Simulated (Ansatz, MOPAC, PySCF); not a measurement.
Pair of molecules: C2H2 (SMILES C#C) (first 4 atoms) with CH4O (SMILES CO); geometry from B3LYP-D3(BJ)/def2-TZVP, rigid monomers moved along the line of their centres of mass till C2···H10 is 3.29 Å.
(charge 0, multiplicity 1):
```xyz
10

C      0.34100     0.38004     0.13680
C     -0.40150    -0.53759     0.33835
H      0.99741     1.19485    -0.05179
H     -1.05680    -1.35444     0.52285
C      0.13863     0.25315     5.00103
O      0.89922    -0.73095     4.31998
H      0.56414     1.25707     4.88804
H      0.15147    -0.00653     6.05913
H     -0.90395     0.27766     4.66399
H      0.86290    -0.54138     3.37462
```

Monomers are frozen at their geometry in the pair; levels with a basis set take the counterpoise correction.

Rows in 6-31G* carry no dispersion term and start afresh at each structure (6-31G* with six Cartesian d functions). The state reached by AM1 isn't checked.

Codes used: Ansatz (a quantum-chemistry and plane-wave program) with Gaussian orbitals; MOPAC for AM1 (differences of heats of formation); PySCF for 6-31G* rows, the dispersion terms. 

### Question
One of these levels gives -4.6 kJ/mol for the interaction energy. Name it.
(A) AM1
(B) HF/6-31G*
(C) r2SCAN-D3(BJ)/def2-TZVPPD

### Answer
B, HF/6-31G*. The others give -0.8 (AM1), -6.3 (r2SCAN-D3(BJ)/def2-TZVPPD)
